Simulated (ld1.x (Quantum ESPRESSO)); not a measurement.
## Cutoff test, F (Z = 9), TM

```
Element                 : fluorine
Generator               : ld1.x (Quantum ESPRESSO) 7.5
Type                    : norm-conserving Troullier–Martins (Kleinman–Bylander form)
Functional              : Wu–Cohen
Relativity              : scalar-relativistic
Frozen core             : [He]
Valence charge          : 7
Reference configuration : 2s2 2p4.5 (charge +0.5)
Partial waves           : 2s (bound): rc 0.50 bohr; 2p (bound): rc 1.35 bohr; 3d channel at 0.35 Ry: rc 1.35 bohr
Local potential         : the d channel
Core correction         : Bessel-smoothed model core, default radius (core density twice the valence density)
```

The pseudo-atom Hamiltonian at the reference potential is diagonalised in spherical Bessel functions j_l(qr) that vanish at 20 bohr, with q² up to the cutoff. All-electron valence levels (Ry): 2s -2.7971, 2p -1.4124.

Problem. How do the lowest levels (Ry) of each channel move with the cutoff, and are there ghosts?

Solution.

```
cutoff (Ry)     s #1     p #1     p #2     d #1    f #1  Σ f·Δε (mRy)
          8  -2.4198  -0.3693  -0.0470  -0.0080  0.0435        5438.3
         18  -2.4903  -0.7047  -0.0638  -0.0080  0.0435        3788.2
         35  -2.5576  -1.1811  -0.0790  -0.0080  0.0435        1509.9
         55  -2.6446  -1.3785  -0.0843  -0.0080  0.0435         447.5
         90  -2.6694  -1.4123  -0.0852  -0.0080  0.0435         246.0
        140  -2.6904  -1.4126  -0.0852  -0.0080  0.0435         202.4
        230  -2.7701  -1.4127  -0.0852  -0.0080  0.0435          42.4
        400  -2.7913  -1.4127  -0.0852  -0.0080  0.0435           0.0
```

Result: no extra level below or beside the all-electron valence levels (s, p, d, f tested); 10 mRy is reached at 300 Ry and 1 mRy at over 300 Ry.

Its largest configuration-test error is +1909 meV.
